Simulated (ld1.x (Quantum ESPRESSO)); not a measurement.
# PBE TM dataset for gallium, scalar-relativistic all-electron reference.

ld1.x (Quantum ESPRESSO) 7.5 was run on this input:

```
&input
   title='Ga', zed=31., rel=1, dft='PBE', iswitch=3,
   config='[Ar] 3d10 4s1 4p0 4d-2',
   nld=3, rlderiv=1.70, eminld=-4.0, emaxld=5.0, deld=0.02
 /
 &inputp
   pseudotype=2, tm=.true., lloc=-1, rcloc=1.20,
   nlcc=.false.,
   file_pseudopw='Ga.UPF', file_wfcaegen='ae.wfc', file_wfcncgen='nc.wfc', file_beta='beta', file_chi='chi'
 /
3
4S  1  0   1.00   0.00  1.30  1.30  0.0
4P  2  1   0.00   0.00  1.55  1.55  0.0
4D  3  2  -2.00   0.15  1.40  1.40  0.0
 &test
   configts(1)='4s1 4p0'
 /
```

Command:

```bash
ld1.x < Ga.in > Ga.out
```

Output (shortened: banner, matrices, multipoles, cross overlaps and the repeated all-electron block are left out):

```
Program LD1 v.7.5
     --------------------------- All-electron run ----------------------------

     Ga
     scalar relativistic calculation

     atomic number is 31.00
     dft =PBE   lsd =0 sic =0 latt =0  beta=0.20 tr2=1.0E-14
     Exchange-correlation= PBE
                           (   1   4   3   4   0   0   0)
     mesh =1205 r(mesh) = 101.09016 a.u. xmin = -7.00 dx = 0.01250
     1 Ry =  13.60569312 eV, c = 137.03599908

     n l     nl                  e(Ry)          e(Ha)          e(eV)
     1 0     1S 1( 2.00)      -753.4000      -376.7000    -10250.5296
     2 0     2S 1( 2.00)       -94.2652       -47.1326     -1282.5437
     2 1     2P 1( 6.00)       -82.2514       -41.1257     -1119.0870
     3 0     3S 1( 2.00)       -12.3815        -6.1907      -168.4586
     3 1     3P 1( 6.00)        -8.7607        -4.3804      -119.1957
     3 2     3D 1(10.00)        -2.8927        -1.4464       -39.3577
     4 0     4S 1( 1.00)        -1.9161        -0.9580       -26.0693
     4 1     4P 1( 0.00)        -1.3038        -0.6519       -17.7387

     final scf error:  4.6E-15 reached in  28 iterations

     Etot =   -3885.908206 Ry,   -1942.954103 Ha,  -52870.474560 eV

     Ekin =    3952.057652 Ry,    1976.028826 Ha,   53770.483615 eV
     Encl =   -9321.864574 Ry,   -4660.932287 Ha, -126830.428733 eV
     Eh   =    1633.918007 Ry,     816.959004 Ha,   22230.586997 eV
     Exc  =    -150.019291 Ry,     -75.009646 Ha,   -2041.116438 eV

     normalization and overlap integrals

     s(1S/1S) =  1.000000  <r> =   0.0486  <r2> =    0.0032  r(max) =   0.0319
     s(2S/2S) =  1.000000  <r> =   0.2178  <r2> =    0.0560  r(max) =   0.1833
     s(2P/2P) =  1.000000  <r> =   0.1907  <r2> =    0.0446  r(max) =   0.1464
     s(3S/3S) =  1.000000  <r> =   0.6519  <r2> =    0.4908  r(max) =   0.5647
     s(3P/3P) =  1.000000  <r> =   0.6791  <r2> =    0.5439  r(max) =   0.5647
     s(3D/3D) =  1.000000  <r> =   0.7980  <r2> =    0.8242  r(max) =   0.5305
     s(4S/4S) =  1.000000  <r> =   2.0767  <r2> =    4.9124  r(max) =   1.7834
     s(4P/4P) =  1.000000  <r> =   2.5182  <r2> =    7.2622  r(max) =   2.1244

     ------------------------ End of All-electron run ------------------------

     --------------------- Generating NC pseudopotential ---------------------

      Generating local potential from pseudized AE potential:
      Matching radius rcloc =   1.2000

      Local pseudo, rcloc= 1.210 Estimated cut-off energy=    16.16 Ry

      Wfc   4S  rcut= 1.305  Using Troullier-Martins method

      Wfc   4P  rcut= 1.554  Using Troullier-Martins method

      Wfc   4D  rcut= 1.406  Using Troullier-Martins method

     ------------------- End of pseudopotential generation -------------------

     Computing logarithmic derivative in   1.70708
     Computing logarithmic derivative in   1.70708
     Computing the partial wave expansion
     R is outside the sphere for l=    0 j= 0.00
     R is outside the sphere for l=    1 j= 0.00
     R is outside the sphere for l=    2 j= 0.00

     ---------------------- Testing the pseudopotential ----------------------

     Ga
     scalar relativistic calculation

     atomic number is 31.00   valence charge is  3.00
     dft =PBE   lsd =0 sic =0 latt =0  beta=0.20 tr2=1.0E-14
     mesh =1205 r(mesh) = 101.09016 xmin = -7.00 dx = 0.01250

     n l     nl             e AE (Ry)        e PS (Ry)    De AE-PS (Ry)
     1 0     4S   1( 1.00)       -1.91606       -1.91605       -0.00001
     2 1     4P   1( 0.00)       -1.30377       -1.30376       -0.00001

     eps = 3.7E-16  iter =  4

     Etot =   -3885.908206 Ry,   -1942.954103 Ha,  -52870.474560 eV
     Etotps =    -2.238456 Ry,      -1.119228 Ha,     -30.455742 eV

     Ekin =       0.675688 Ry,       0.337844 Ha,       9.193207 eV
     Encl =      -3.877490 Ry,      -1.938745 Ha,     -52.755935 eV
     Ehrt =       0.433032 Ry,       0.216516 Ha,       5.891700 eV
     Ecxc =      -0.396303 Ry,      -0.198151 Ha,      -5.391976 eV
     Epseu=       0.926617 Ry,       0.463308 Ha,      12.607262 eV

     ---------------------- End of pseudopotential test ----------------------
```

Note: ghost states, extra bound levels that the all-electron valence spectrum of the same l lacks: d at -84.7 eV, s at -44.3 eV. A true bound ghost makes a file unfit for plane-wave use.

Generation and configuration tests took about 1.6 s on one core of a shared server CPU.

Transferability test of the new file with ld1.x, input:

```
&input
   title='Ga', zed=31., rel=1, dft='PBE', iswitch=2,
   config='[Ar] 3d10 4s1 4p0 4d-2'
 /
 &test
   file_pseudo='Ga.UPF', nconf=8,
   configts(1)='4s1 4p0',
   configts(2)='4s2 4p1',
   configts(3)='4s2 4p0',
   configts(4)='4s2 4p0.5',
   configts(5)='4s1 4p1',
   configts(6)='4s1 4p2',
   configts(7)='4s2 4p1.3',
   configts(8)='4s0 4p3'
 /
```

```bash
ld1.x < Ga.test.in > Ga.test.out
```

Pseudopotential blocks of its output, shortened (energy terms left out):

```
     ---------------------- Testing the pseudopotential ----------------------

     n l     nl             e AE (Ry)        e PS (Ry)    De AE-PS (Ry)
     1 0     4S   1( 1.00)       -1.91606       -1.91605       -0.00001
     2 1     4P   1( 0.00)       -1.30377       -1.30376       -0.00001

     eps = 5.6E-17  iter =  4

     Etot =   -3885.908206 Ry,   -1942.954103 Ha,  -52870.474558 eV
     Etotps =    -2.238456 Ry,      -1.119228 Ha,     -30.455742 eV

     ---------------------- End of pseudopotential test ----------------------

          ---------------------- Testing the pseudopotential ----------------------

     n l     nl             e AE (Ry)        e PS (Ry)    De AE-PS (Ry)
     1 0     4S   1( 2.00)       -0.65769       -0.66377        0.00608  !
     2 1     4P   1( 1.00)       -0.18956       -0.19658        0.00702  !

     eps = 5.6E-15  iter = 21

     Etot =   -3887.879138 Ry,   -1943.939569 Ha,  -52897.290452 eV
     Etotps =    -4.227023 Ry,      -2.113512 Ha,     -57.511583 eV
     dEtot_ae =      -1.970932 Ry
     dEtot_ps =      -1.988568 Ry,   Delta E=       0.017636 Ry

     ---------------------- End of pseudopotential test ----------------------

          ---------------------- Testing the pseudopotential ----------------------

     n l     nl             e AE (Ry)        e PS (Ry)    De AE-PS (Ry)
     1 0     4S   1( 2.00)       -1.20034       -1.21118        0.01084  !
     2 1     4P   1( 0.00)       -0.66647       -0.67540        0.00893  !

     eps = 3.4E-16  iter = 14

     Etot =   -3887.461073 Ry,   -1943.730537 Ha,  -52891.602393 eV
     Etotps =    -3.800249 Ry,      -1.900125 Ha,     -51.705023 eV
     dEtot_ae =      -1.552867 Ry
     dEtot_ps =      -1.561793 Ry,   Delta E=       0.008926 Ry

     ---------------------- End of pseudopotential test ----------------------

          ---------------------- Testing the pseudopotential ----------------------

     n l     nl             e AE (Ry)        e PS (Ry)    De AE-PS (Ry)
     1 0     4S   1( 2.00)       -0.91338       -0.92248        0.00910  !
     2 1     4P   1( 0.50)       -0.41320       -0.42219        0.00899  !

     eps = 1.6E-15  iter = 19

     Etot =   -3887.729917 Ry,   -1943.864958 Ha,  -52895.260192 eV
     Etotps =    -4.073707 Ry,      -2.036854 Ha,     -55.425613 eV
     dEtot_ae =      -1.821710 Ry
     dEtot_ps =      -1.835252 Ry,   Delta E=       0.013541 Ry

     ---------------------- End of pseudopotential test ----------------------

          ---------------------- Testing the pseudopotential ----------------------

     n l     nl             e AE (Ry)        e PS (Ry)    De AE-PS (Ry)
     1 0     4S   1( 1.00)       -1.28054       -1.28992        0.00938  !
     2 1     4P   1( 1.00)       -0.73071       -0.74274        0.01203  !

     eps = 6.7E-15  iter = 12

     Etot =   -3886.919219 Ry,   -1943.459609 Ha,  -52884.230082 eV
     Etotps =    -3.258322 Ry,      -1.629161 Ha,     -44.331730 eV
     dEtot_ae =      -1.011012 Ry
     dEtot_ps =      -1.019866 Ry,   Delta E=       0.008854 Ry

     ---------------------- End of pseudopotential test ----------------------

          ---------------------- Testing the pseudopotential ----------------------

     n l     nl             e AE (Ry)        e PS (Ry)    De AE-PS (Ry)
     1 0     4S   1( 1.00)       -0.73819       -0.74288        0.00470
     2 1     4P   1( 2.00)       -0.24611       -0.25428        0.00817  !

     eps = 7.9E-15  iter = 15

     Etot =   -3887.398627 Ry,   -1943.699314 Ha,  -52890.752772 eV
     Etotps =    -3.748392 Ry,      -1.874196 Ha,     -50.999476 eV
     dEtot_ae =      -1.490421 Ry
     dEtot_ps =      -1.509937 Ry,   Delta E=       0.019515 Ry

     ---------------------- End of pseudopotential test ----------------------

          ---------------------- Testing the pseudopotential ----------------------

     n l     nl             e AE (Ry)        e PS (Ry)    De AE-PS (Ry)
     1 0     4S   1( 2.00)       -0.52577       -0.52927        0.00351
     2 1     4P   1( 1.30)       -0.07511       -0.07998        0.00487

     eps = 8.8E-15  iter = 23

     Etot =   -3887.918382 Ry,   -1943.959191 Ha,  -52897.824395 eV
     Etotps =    -4.268075 Ry,      -2.134038 Ha,     -58.070121 eV
     dEtot_ae =      -2.010176 Ry
     dEtot_ps =      -2.029619 Ry,   Delta E=       0.019443 Ry

     ---------------------- End of pseudopotential test ----------------------

          ---------------------- Testing the pseudopotential ----------------------

     n l     nl             e AE (Ry)        e PS (Ry)    De AE-PS (Ry)
     1 0     4S   1( 0.00)       -0.80735       -0.79804       -0.00932  !
     2 1     4P   1( 3.00)       -0.29537       -0.30349        0.00812  !

     eps = 6.6E-15  iter = 15

     Etot =   -3886.896388 Ry,   -1943.448194 Ha,  -52883.919461 eV
     Etotps =    -3.253942 Ry,      -1.626971 Ha,     -44.272130 eV
     dEtot_ae =      -0.988182 Ry
     dEtot_ps =      -1.015486 Ry,   Delta E=       0.027304 Ry

     ---------------------- End of pseudopotential test ----------------------
```
